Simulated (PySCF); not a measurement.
Sn(H)2(SMe)2 (C2H8S2Sn), SMILES C[S][SnH2][S]C. Geometry optimised at B3LYP-D3(BJ)/def2-SVP. The def2 effective core potentials stand for the cores of Sn; spin–orbit coupling is left out. Other conformers were not sampled.

Computed equilibrium geometry at B3LYP-D3(BJ)/def2-SVP (PySCF confirms it by a frequency run) as a Z-matrix (one conformer of several):
```
Sn
H 1 1.7155
H 1 1.7255 2 113.15
S 1 2.4411 2 107.50 3 124.04
C 4 1.8391 1 99.50 2 153.81
H 5 1.0989 4 106.44 1 -167.40
H 5 1.0995 6 109.06 4 -119.50
H 5 1.0999 6 108.78 7 -120.02
S 1 2.4424 2 110.19 3 -118.09
C 9 1.8407 1 99.72 2 150.51
H 10 1.0991 9 111.70 1 68.37
H 10 1.0991 11 109.65 9 124.41
H 10 1.0991 11 108.66 12 118.64
```
Charge 0, spin multiplicity 1.
